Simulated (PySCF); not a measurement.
## Assigning NMR signals

Bonds (- single, = double, # triple, : aromatic): C1-C2, C2=S3, C2-Si4, Si4-O5, O5-C6, C6-C7, C7-C8, C8-O9, O9-Si4. C1 carries H10, H11, H12; Si4 carries H13; C6 carries H14, H15; C7 carries H16, H17; C8 carries H18, H19. H14, H17, H18 are cis to C2 on the ring; H15, H16, H19 are trans to C2 on the ring.

- NMR shieldings at PBE0/pcSseg-1/GIAO
- geometry: PBE0-D3(BJ)/def2-SVP
- program: PySCF 2.14
- non-relativistic, one averaged value for each set of equivalent atoms, no solvent model, single conformer

Scale: $^{13}$C, $^{1}$H against TMS (reference shieldings calculated alike).

**Question.** Assign these signals to the numbered atoms. $^{13}$C{$^{1}$H} NMR (computed): δ 322.2 (C), 66.1 (CH2), 48.1 (CH3), 34.6 (CH2).

**Answer.** 
| δ (ppm) | atoms | environment | reason |
| --- | --- | --- | --- |
| 322.2 | C2 | thiocarbonyl carbon | the small n→π* gap of C=S deshields it strongly |
| 66.1 | C6/C8 | sp3 CH2 bonded to O | pulled downfield by the heteroatom |
| 48.1 | C1 | methyl carbon | a saturated carbon with 1 carbon neighbour and no heteroatom attached |
| 34.6 | C7 | sp3 CH2 in a ring | aliphatic region, no heteroatom directly attached |

**Question.** Assign these signals to the numbered atoms. $^{1}$H NMR (500 MHz, computed): δ 4.62 (s, 1H), 4.18 (m, 2H), 4.13 (m, 2H), 3.61 (s, 3H), 2.48 (m, 1H), 1.22 (m, 1H).

**Answer.** 
```tsv
δ (ppm)	atoms	environment	reason
4.62	H13	hydrogen on a silicon bonded to C, 2 O, in a 6-membered ring	–
4.18	H14/H18	hydrogen on an sp3 CH2 bonded to O	its carbon carries O, which withdraws density
4.13	H15/H19	hydrogen on an sp3 CH2 bonded to O	–
3.61	H10/H11/H12	hydrogen on a methyl carbon	–
2.48	H17	hydrogen on an sp3 CH2 in a ring	–
1.22	H16	hydrogen on an sp3 CH2 in a ring	–
```

H14/H18 and H15/H19 lie closer than the usual error of such a calculation, so a measured spectrum could show them in the other order.

Shifts are as computed. Against solution values, carbons near 30 ppm lie about +2 ppm off and those near 130 ppm about +5 ppm. Of 1309 compounds with measured shifts, 239 miss one by over three times the rms of a fit or turn the order of signals round; such compounds aren't used in these exercises. No couplings were computed; multiplicities are counted from neighbouring protons, with m where these are inequivalent, close in shift, in a saturated or five-membered ring or joined by F or P, and br s for small geminal =CH2 splittings.
